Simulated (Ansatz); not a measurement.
A structure relaxed at PBE-D4/def2-TZVP in Ansatz, charge 0, singlet:

Cartesian coordinates in Å:
```
Mg -0.817 -0.345 1.103
Te 1.618 -0.191 0.230
Te -0.801 0.536 -1.333
```

(1) Give its formula and point group.

(2) Summarise the bond lengths by kind (pairs closer than 1.2 times the sum of covalent radii, bridged metal pairs left out).

Answers

(1) MgTe2. Point group C2v (tolerance 0.1 Å).

(2) 2 × Mg–Te 2.59 Å; 1 × Te–Te 2.97 Å.

In the def2 sets Te takes a core potential; there is no spin–orbit coupling. The structure comes from a short search, and lower isomers may exist.
